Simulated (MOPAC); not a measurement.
MOPAC input (PM7):

```
PM7 1SCF UHF MS=0.5 GEO-OK AUX(PRECISION=9) THREADS=1
C2H7BN

C    -1.80406700 1    0.42418000 1   -0.33302600 1
C    -0.58762700 1   -0.50189900 1   -0.18708000 1
B     0.62288800 1    0.10877300 1    0.59146400 1
N     1.96155800 1    0.02791000 1    0.26369700 1
H    -1.54723600 1    1.32947200 1   -0.88675800 1
H    -2.61995100 1   -0.06944400 1   -0.86490700 1
H    -2.17585100 1    0.73519300 1    0.64451800 1
H    -0.26050300 1   -0.84341200 1   -1.18154600 1
H    -0.89280700 1   -1.40819200 1    0.35074600 1
H     2.69744600 1    0.42718500 1    0.82222900 1
H     2.30372200 1   -0.44372300 1   -0.56684600 1
```

Output:

```
 *******************************************************************************
 **                                                                           **
 **                              MOPAC v23.2.5                                **
 **                                                                           **
 *******************************************************************************
 ** MOPAC's Digital Object Identifier: https://doi.org/10.5281/zenodo.6511958 **
 **                                                                           **
 ** Please cite the open-source release paper for use of this MOPAC version:  **
 ** J. E. Moussa and J. J. P. Stewart (2026)                                  **
 ** MOPAC: An open-source semiempirical molecular orbital program             **
 ** J. Open Source Softw., 11(119), 8025, https://doi.org/10.21105/joss.08025 **
 *******************************************************************************

                              PM7 CALCULATION RESULTS

 *******************************************************************************
 *  PM7        - The PM7 Hamiltonian to be used
 *  GEO-OK     - OVERRIDE INTERATOMIC DISTANCE AND OTHER SAFETY CHECKS
 *  UHF        - UNRESTRICTED HARTREE-FOCK CALCULATION
 *  MS=        - IN MECI, MAGNETIC COMPONENT OF SPIN =  0.5
 *  1SCF       - DO 1 SCF AND THEN STOP
 *  AUX        - OUTPUT AUXILIARY INFORMATION
 *******************************************************************************
PM7 1SCF UHF MS=0.5 GEO-OK AUX(PRECISION=9) THREADS=1
 C2H7BN

   ATOM   CHEMICAL          X               Y               Z
  NUMBER   SYMBOL      (ANGSTROMS)     (ANGSTROMS)     (ANGSTROMS)

     1       C         -1.80406700  *   0.42418000  *  -0.33302600  *
     2       C         -0.58762700  *  -0.50189900  *  -0.18708000  *
     3       B          0.62288800  *   0.10877300  *   0.59146400  *
     4       N          1.96155800  *   0.02791000  *   0.26369700  *
     5       H         -1.54723600  *   1.32947200  *  -0.88675800  *
     6       H         -2.61995100  *  -0.06944400  *  -0.86490700  *
     7       H         -2.17585100  *   0.73519300  *   0.64451800  *
     8       H         -0.26050300  *  -0.84341200  *  -1.18154600  *
     9       H         -0.89280700  *  -1.40819200  *   0.35074600  *
    10       H          2.69744600  *   0.42718500  *   0.82222900  *
    11       H          2.30372200  *  -0.44372300  *  -0.56684600  *

          CARTESIAN COORDINATES

    NO.       ATOM           X           Y           Z

     1         C         -1.8041      0.4242     -0.3330
     2         C         -0.5876     -0.5019     -0.1871
     3         B          0.6229      0.1088      0.5915
     4         N          1.9616      0.0279      0.2637
     5         H         -1.5472      1.3295     -0.8868
     6         H         -2.6200     -0.0694     -0.8649
     7         H         -2.1759      0.7352      0.6445
     8         H         -0.2605     -0.8434     -1.1815
     9         H         -0.8928     -1.4082      0.3507
    10         H          2.6974      0.4272      0.8222
    11         H          2.3037     -0.4437     -0.5668

 General Reference for PM7:
 "Optimization of Parameters for Semiempirical Methods VI: More Modifications to the
 NDDO Approximations and Re-optimization of Parameters", J. J. P. Stewart, J. Mol. Mod., 1:32, 19 (2013)
 https://link.springer.com/article/10.1007/s00894-012-1667-x

           Empirical Formula: C2 H7 N B  =    11 atoms

      MOLECULAR POINT GROUP   :   C1

          UHF CALCULATION, NO. OF ALPHA ELECTRONS =   12
                           NO. OF BETA  ELECTRONS =   11

 -------------------------------------------------------------------------------
 PM7 1SCF UHF MS=0.5 GEO-OK AUX(PRECISION=9) THREADS=1
 C2H7BN

     1SCF WAS SPECIFIED, SO BFGS WAS NOT USED
     SCF FIELD WAS ACHIEVED

                              PM7 CALCULATION
                                                       MOPAC v23.2.5 Linux

          FINAL HEAT OF FORMATION =          2.13069 KCAL/MOL =       8.91482 KJ/MOL

          COSMO AREA              =        109.50 SQUARE ANGSTROMS
          COSMO VOLUME            =         92.33 CUBIC ANGSTROMS

          IONIZATION POTENTIAL    =          7.596454 EV
          ALPHA SOMO LUMO (EV)    =         -7.596  0.414
          BETA  SOMO LUMO (EV)    =        -10.688 -0.541
          NO. OF ALPHA ELECTRONS  =         12
          NO. OF BETA  ELECTRONS  =         11
          MOLECULAR WEIGHT        =         55.8940         POINT GROUP:  C1

          MOLECULAR DIMENSIONS (Angstroms)

            Atom       Atom       Distance
            H    10    H     6     5.60069
            H     5    H     9     2.98160
            H    11    H     7     2.87005

          SCF CALCULATIONS        =          1

   ATOM   CHEMICAL          X               Y               Z
  NUMBER   SYMBOL      (ANGSTROMS)     (ANGSTROMS)     (ANGSTROMS)

     1       C         -1.80406700  *   0.42418000  *  -0.33302600  *
     2       C         -0.58762700  *  -0.50189900  *  -0.18708000  *
     3       B          0.62288800  *   0.10877300  *   0.59146400  *
     4       N          1.96155800  *   0.02791000  *   0.26369700  *
     5       H         -1.54723600  *   1.32947200  *  -0.88675800  *
     6       H         -2.61995100  *  -0.06944400  *  -0.86490700  *
     7       H         -2.17585100  *   0.73519300  *   0.64451800  *
     8       H         -0.26050300  *  -0.84341200  *  -1.18154600  *
     9       H         -0.89280700  *  -1.40819200  *   0.35074600  *
    10       H          2.69744600  *   0.42718500  *   0.82222900  *
    11       H          2.30372200  *  -0.44372300  *  -0.56684600  *

                             CARTESIAN COORDINATES

   1    C       -1.804067000     0.424180000    -0.333026000
   2    C       -0.587627000    -0.501899000    -0.187080000
   3    B        0.622888000     0.108773000     0.591464000
   4    N        1.961558000     0.027910000     0.263697000
   5    H       -1.547236000     1.329472000    -0.886758000
   6    H       -2.619951000    -0.069444000    -0.864907000
   7    H       -2.175851000     0.735193000     0.644518000
   8    H       -0.260503000    -0.843412000    -1.181546000
   9    H       -0.892807000    -1.408192000     0.350746000
  10    H        2.697446000     0.427185000     0.822229000
  11    H        2.303722000    -0.443723000    -0.566846000

           Empirical Formula: C2 H7 N B  =    11 atoms

      MOLECULAR POINT GROUP   :   C1

          ALPHA EIGENVALUES
 -35.47953 -26.51500 -20.86785 -17.33062 -16.26594 -14.78189 -14.31324 -12.65215
 -11.76530 -10.86428 -10.72022  -7.59645   0.41447   2.91476   4.42712   4.92982
   5.96211   6.18285   6.35997   6.47695   6.71339   7.18943   7.40138

           BETA EIGENVALUES
 -35.44185 -26.52753 -20.91875 -17.19205 -16.30153 -14.72227 -14.28174 -12.62330
 -11.69803 -10.83737 -10.68800  -0.54106   0.28279   2.86124   4.40468   4.95154
   5.98973   6.19926   6.48425   6.57076   6.61916   7.15691   7.40353

              NET ATOMIC CHARGES AND DIPOLE CONTRIBUTIONS

  ATOM NO.   TYPE          CHARGE      No. of ELECS.   s-Pop       p-Pop
    1          C          -0.407678        4.4077     1.04682     3.36086
    2          C          -0.363332        4.3633     1.05204     3.31129
    3          B           0.054013        2.9460     0.68383     2.26216
    4          N          -0.513973        5.5140     1.51945     3.99452
    5          H           0.136367        0.8636     0.86363
    6          H           0.132312        0.8677     0.86769
    7          H           0.141353        0.8586     0.85865
    8          H           0.131983        0.8680     0.86802
    9          H           0.145221        0.8548     0.85478
   10          H           0.270221        0.7298     0.72978
   11          H           0.273512        0.7265     0.72649
 DIPOLE           X         Y         Z       TOTAL
 POINT-CHG.     1.461    -0.215    -0.394     1.528
 HYBRID         0.645    -0.197    -0.380     0.774
 SUM            2.106    -0.412    -0.774     2.281

          ATOMIC ORBITAL ELECTRON POPULATIONS

     Atom    s        px        py        pz
    1  C   1.04682   1.07415   1.12008   1.16663
    2  C   1.05204   1.07237   1.09921   1.13971
    3  B   0.68383   0.76354   0.61498   0.88364
    4  N   1.51945   1.23074   1.47428   1.28949
    5  H   0.86363
    6  H   0.86769
    7  H   0.85865
    8  H   0.86802
    9  H   0.85478
   10  H   0.72978
   11  H   0.72649

                    (SZ)    =    0.500000
                    (S**2)  =    0.753560

          ATOMIC ORBITAL SPIN POPULATIONS

    Atom   Total    s     px     py     pz
         Atomic
    1  C  0.0047  0.001  0.003 -0.000  0.001
    2  C  0.0381  0.006  0.028  0.006 -0.002
    3  B  0.8698  0.155  0.021  0.167  0.526
    4  N  0.0323  0.004  0.011  0.016  0.001
    5  H  0.0002  0.000
    6  H  0.0019  0.002
    7  H -0.0003 -0.000
    8  H  0.0150  0.015
    9  H -0.0009 -0.001
   10  H  0.0098  0.010
   11  H  0.0293  0.029

 **********************
 *                    *
 * JOB ENDED NORMALLY *
 *                    *
 **********************

 == MOPAC DONE ==
```

The geometry given is a B3LYP-D3(BJ)/def2-TZVP minimum.
